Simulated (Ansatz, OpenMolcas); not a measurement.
Worked example: AlClF2 + SiH3 → AlF2 + SiH3Cl

Species: AlClF2 `[F][Al]([F])[Cl]`, singlet; SiH3 (silyl radical) `[SiH3]`, doublet; AlF2 `[F][Al][F]`, doublet; SiH3Cl (chlorosilane) `[SiH3]Cl`, singlet. A radical takes Cl: the energy is the difference in strength between the Al–Cl bond broken and the Si–Cl bond made.

Shapes, held fixed at every level: PBE0-D4/def2-TZVP. Programs: Ansatz 0.2.0, OpenMolcas 26.06. The zero-point and thermal change to 298 K, harmonic and unscaled (PBE0-D4/def2-TZVP), is +4.4 kJ/mol.

At CCSD(T)/CBS estimate; 1 Eh = 2625.50 kJ/mol:

```
species  energy (Eh)
 AlClF2  -901.607113
   SiH3  -290.808079
   AlF2  -441.707558
 SiH3Cl  -750.696358
```

Problem. Work out ΔH(298 K) of the reaction at this level.

Solution. 
1. Products less reactants: (-441.707558) + (-750.696358) − [(-901.607113) + (-290.808079)] = 0.011276 Eh = +29.6 kJ/mol.
2. With the thermal change: +29.6 + (+4.4) = +34.0 kJ/mol.

Other levels give +29.9 (MP2/def2-TZVPP) to +57.9 kJ/mol (CCSD(T)/def2-SVP). No measured value is set beside it here. Open shells run unrestricted unless RO is named. The CBS estimate extrapolates MP2 from def2-TZVPP and def2-QZVPP and adds CCSD(T) − MP2 in the triple-zeta set, cores frozen.
